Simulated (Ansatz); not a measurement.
The first iterations of a band of BBrH2 + ClH (6 atoms, charge 0, multiplicity 1).

Theory: RKS PBE0/def2-SVP in Ansatz.

| Quantity | Value |
| --- | --- |
| movable images | 9 |
| climbing image | yes |
| spring | 5.0 eV/Å² |
| optimiser | lbfgs |
| start path | through a guess of the saddle point |
| force threshold | 0.05 eV/Å |
| iteration limit | 60 |
| end points | relaxed |
| largest step | 0.5 Å |

First end point:

```xyz
6
Properties=species:S:1:pos:R:3
B -0.589 -0.681 0.293
Br 0.784 -1.713 -0.553
H -1.555 -0.398 -0.362
H -0.504 -0.510 1.480
H 1.434 1.377 -0.725
Cl 0.429 1.925 -0.133
```

Last end point:

```xyz
6
Properties=species:S:1:pos:R:3
B -0.888 0.098 0.509
Br 1.509 -1.181 -0.931
H -1.607 -0.375 -0.331
H -0.554 -0.480 1.509
H 1.975 0.154 -1.101
Cl -0.434 1.784 0.345
```

| iteration | highest image above the first end (eV) | largest band force component (eV/Å) |
| --- | --- | --- |
| 1 | 1.383 | 3.297 |
| 2 | 0.993 | 2.847 |
| 3 | 0.942 | 7.028 |
| 4 | 0.436 | 1.182 |
| 5 | 0.427 | 0.808 |
| 6 | 0.409 | 0.503 |
| 7 | 0.401 | 0.348 |
| 8 | 0.398 | 0.326 |

Question: Does the band converge within its limit, and where does its top end?

Answer: It converged. It ended after 25 iterations with the highest image 0.369 eV above the first end. Another band between the same ends (9 images) ends at a top of the same energy, where a vibrational analysis finds 1 clearly imaginary mode. The orbitals stay closed-shell, which can raise the energy where a bond breaks towards radicals; this wasn't checked here.

Time of the run: 120 s on 2 threads of AMD EPYC 9R45 96-Core Processor (Zen 5), on a shared host, peak memory 0.18 GiB.
